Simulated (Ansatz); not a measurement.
Input file for Ansatz (a first-principles code): R-wB97M-V/def2-TZVPPD on FHN2 (a complex). Files ending in .json are basis or fitting sets from the Basis Set Exchange.

Ansatz 0.2 input:
```yaml
crystal:
  periodic: [false, false, false]
  atoms:
    - {symbol: F, position_ang: [-0.39062034, -0.20737798, -0.65063602]}
    - {symbol: H, position_ang: [-0.28308581, -0.17248773, 0.27056974]}
    - {symbol: N, position_ang: [0.07938161, -0.05725127, 3.36882438]}
    - {symbol: N, position_ang: [-0.04726989, -0.09717625, 2.28723263]}
basis:
  gaussian:
    orbitals: def2-TZVPPD.json
hamiltonian:
  xc: {name: wB97M-V}
scf: {lower_state_search: off}
```

The head of its log:

```
WARN ansatz: RAYON_NUM_THREADS=1 ignored (pool sized by the plan → 1); use --threads N
Functional definition: wB97M-V
these checks for a lower state are left out or cut short: stability, starts, cluster_reference, orbital_swaps, neighbouring_geometries, increment
integrals: 0.04 GiB planned
614 factors; their error is unknown
integrals: 0.07 GiB planned
156 factors; integrals over basis functions are off by at most 8.4e-5 eV
mean field: 0.44 GiB planned
mean field evaluation 1: about -5713.2311 eV, gradient 3.3e1 eV
mean field evaluation 2: about -5713.3740 eV, gradient 3.6e1 eV
```

What total energy does the run end on?

-210.0197 hartree.
